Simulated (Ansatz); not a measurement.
Total energies of C12H16OTi, SMILES `C[C@@]12[C@H]3[C@H]4[C@H]5[C@@H]1[TiH]45321678([OH])[C@@H]2[C@H]1[C@H]6[C@@]7(C)[C@@H]28`.

```json
{"atom": "C1", "x (Å)": "2.138", "y (Å)": "-2.502", "z (Å)": "-0.214"}
{"atom": "C2", "x (Å)": "2.023", "y (Å)": "-1.098", "z (Å)": "0.270"}
{"atom": "C3", "x (Å)": "1.773", "y (Å)": "-0.683", "z (Å)": "1.588"}
{"atom": "C4", "x (Å)": "1.799", "y (Å)": "0.732", "z (Å)": "1.636"}
{"atom": "C5", "x (Å)": "2.060", "y (Å)": "1.194", "z (Å)": "0.338"}
{"atom": "C6", "x (Å)": "2.157", "y (Å)": "0.069", "z (Å)": "-0.517"}
{"atom": "Ti7", "x (Å)": "-0.049", "y (Å)": "0.142", "z (Å)": "0.273"}
{"atom": "O8", "x (Å)": "-0.802", "y (Å)": "-1.559", "z (Å)": "0.278"}
{"atom": "C9", "x (Å)": "-0.415", "y (Å)": "1.438", "z (Å)": "-1.661"}
{"atom": "C10", "x (Å)": "-0.639", "y (Å)": "2.275", "z (Å)": "-0.547"}
{"atom": "C11", "x (Å)": "-1.759", "y (Å)": "1.776", "z (Å)": "0.151"}
{"atom": "C12", "x (Å)": "-2.250", "y (Å)": "0.644", "z (Å)": "-0.540"}
{"atom": "C13", "x (Å)": "-3.423", "y (Å)": "-0.187", "z (Å)": "-0.157"}
{"atom": "C14", "x (Å)": "-1.409", "y (Å)": "0.439", "z (Å)": "-1.653"}
{"atom": "H15", "x (Å)": "3.190", "y (Å)": "-2.783", "z (Å)": "-0.316"}
{"atom": "H16", "x (Å)": "1.686", "y (Å)": "-3.207", "z (Å)": "0.487"}
{"atom": "H17", "x (Å)": "1.659", "y (Å)": "-2.635", "z (Å)": "-1.186"}
{"atom": "H18", "x (Å)": "1.562", "y (Å)": "-1.334", "z (Å)": "2.425"}
{"atom": "H19", "x (Å)": "1.654", "y (Å)": "1.338", "z (Å)": "2.516"}
{"atom": "H20", "x (Å)": "2.148", "y (Å)": "2.226", "z (Å)": "0.036"}
{"atom": "H21", "x (Å)": "2.366", "y (Å)": "0.089", "z (Å)": "-1.576"}
{"atom": "H22", "x (Å)": "-0.583", "y (Å)": "0.604", "z (Å)": "1.793"}
{"atom": "H23", "x (Å)": "-0.343", "y (Å)": "-2.277", "z (Å)": "0.715"}
{"atom": "H24", "x (Å)": "0.371", "y (Å)": "1.547", "z (Å)": "-2.392"}
{"atom": "H25", "x (Å)": "-0.053", "y (Å)": "3.135", "z (Å)": "-0.265"}
{"atom": "H26", "x (Å)": "-2.196", "y (Å)": "2.205", "z (Å)": "1.039"}
{"atom": "H27", "x (Å)": "-4.278", "y (Å)": "0.030", "z (Å)": "-0.804"}
{"atom": "H28", "x (Å)": "-3.720", "y (Å)": "0.012", "z (Å)": "0.874"}
{"atom": "H29", "x (Å)": "-3.182", "y (Å)": "-1.247", "z (Å)": "-0.241"}
{"atom": "H30", "x (Å)": "-1.486", "y (Å)": "-0.384", "z (Å)": "-2.349"}
```

Charge 0, multiplicity 1. Correlated methods include outer-core shells of Ti, which these sets cover unevenly. Scalar relativity is left out up to krypton. The structure was optimised at the PBE0-D4/def2-TZVP level. It is one conformer, not always the lowest. Basis def2-TZVPP, Ansatz.

RPA on PBE orbitals: Hartree–Fock energy of these orbitals -1387.05621 Eh, correlation -4.24779 Eh (frozen core).

```
functional  energy without D4 (Eh)  D4 term (kJ/mol)
    B2PLYP             -1391.26545                 –
  PBE-QIDH             -1390.87612                 –
```

Give the same for LDA (SPW92), PBE, revPBE, BLYP, r2SCAN, B97M-V, PBE0, B3LYP, r2SCANh, r2SCAN0, HSE06 (plane-wave form), BHLYP, CAM-B3LYP, LC-ωPBE, ωB97X-V, ωB97M-V. (An estimate is asked.)

Ansatz gave: 
```
             functional  energy without D4 (Eh)  D4 term (kJ/mol)
            LDA (SPW92)             -1385.03947                 –
                    PBE             -1390.98271             -99.1
                 revPBE             -1391.63461            -283.1
                   BLYP             -1391.66477            -209.4
                 r2SCAN             -1391.57152             -28.5
                 B97M-V             -1391.71073                 –
                   PBE0             -1391.04926             -85.7
                  B3LYP             -1391.90719            -156.1
                r2SCANh             -1391.53040             -30.1
                r2SCAN0             -1391.47293             -32.9
HSE06 (plane-wave form)             -1391.00968             -80.2
                  BHLYP             -1391.49450            -118.5
              CAM-B3LYP             -1391.61277             -87.5
                LC-ωPBE             -1391.34023                 –
                ωB97X-V             -1391.62042                 –
                ωB97M-V             -1391.61101                 –
```

B3LYP takes the VWN-RPA correlation (the form of Gaussian; ORCA's B3LYP/G). HSE06 is the plane-wave form, built on full-range PBE exchange. The double hybrids freeze the cores in their second-order part.

LC-ωPBE has ω = 0.4 bohr⁻¹.
